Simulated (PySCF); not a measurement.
Cl2GaH2N, SMILES [Cl][Ga]([NH2])[Cl].

Coordinates come from a PBE0-D3(BJ)/def2-SVP optimisation. The structure was generated by enumeration; whether it is a known compound was not checked. One conformer was computed; it need not be the lowest.

Level of theory: r2SCAN/def2-TZVP (PySCF).

Computed frontier levels, gap, dipole moment and polarisability:
```json
{
  "highest_occupied_level": "-6.98 eV",
  "lowest_empty_level": "-1.71 eV",
  "orbital_gap": "5.27 eV",
  "dipole_moment": "2.75 D",
  "quadrupole, principal values (traceless, Buckingham form, about the centre of nuclear charge)": "-5.26, -0.21, 5.47 D·Å",
  "mean_static_polarisability": "56.8 bohr³ (8.41 Å³)",
  "polarisability_principal_values": "41.1, 61.6, 67.5 bohr³"
}
```
